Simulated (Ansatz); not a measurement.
Al₆P₆H₁₈, a cluster cut from wurtzite AlP (hydrogen-capped). Total charge 0; singlet. Geometry PBE-D4/def2-SVP.

Cartesian coordinates in Å:
```
P 2.117 1.412 -1.210
Al -0.138 1.636 -2.099
Al 0.880 -2.166 -2.174
P -0.961 -0.575 -2.208
P -1.149 2.572 -0.092
Al -2.971 -0.799 -0.856
Al 2.576 -0.051 0.681
P 1.392 -2.037 0.201
P 1.185 1.121 2.299
Al -1.223 1.297 1.981
Al -0.220 -2.509 1.962
P -1.901 -0.868 1.329
H 2.974 1.021 -2.283
H 2.658 2.712 -0.949
H -0.200 2.647 -3.332
H 2.111 -1.457 -2.944
H 0.375 -3.633 -2.570
H -1.428 -0.586 -3.564
H -0.592 3.866 0.164
H -2.484 2.961 -0.416
H -3.738 0.621 -0.943
H -3.719 -2.179 -1.170
H 4.118 -0.036 1.092
H 2.445 -2.991 0.401
H 1.732 2.422 2.542
H 1.416 0.534 3.579
H -1.927 2.109 3.161
H -0.794 -3.998 1.825
H 0.441 -1.979 3.338
H -2.977 -1.069 2.256
```

Single mean-field runs in def2-TZVP are fitted with def2-universal-jkfit.

(1) Estimate the orbital energies around the gap (eV) in Ansatz with PBE-D4/def2-SVP, PBE-D4/def2-TZVP, r2SCAN-D4/def2-TZVP, PBE0-D4/def2-SVP, PBE0-D4/def2-TZVP.

Answers

(1) 
```
orbital  PBE-D4/def2-SVP  PBE-D4/def2-TZVP  r2SCAN-D4/def2-TZVP  PBE0-D4/def2-SVP  PBE0-D4/def2-TZVP
 HOMO−9            -7.45             -7.44                -7.74             -8.63              -8.59
 HOMO−8            -7.45             -7.44                -7.74             -8.63              -8.59
 HOMO−7            -7.10             -7.12                -7.43             -8.30              -8.30
 HOMO−6            -7.10             -7.12                -7.43             -8.30              -8.29
 HOMO−5            -6.77             -6.76                -7.02             -7.83              -7.78
 HOMO−4            -6.62             -6.66                -6.94             -7.77              -7.77
 HOMO−3            -6.62             -6.66                -6.94             -7.77              -7.77
 HOMO−2            -6.30             -6.36                -6.63             -7.45              -7.48
 HOMO−1            -6.27             -6.32                -6.59             -7.39              -7.40
   HOMO            -6.27             -6.32                -6.59             -7.39              -7.40
   LUMO            -2.31             -2.57                -2.45             -1.56              -1.81
 LUMO+1            -2.03             -2.24                -2.12             -1.31              -1.51
 LUMO+2            -1.64             -1.77                -1.54             -0.92              -1.03
 LUMO+3            -1.64             -1.77                -1.54             -0.92              -1.03
 LUMO+4            -1.42             -1.67                -1.45             -0.67              -0.89
 LUMO+5            -1.42             -1.67                -1.44             -0.67              -0.89
```
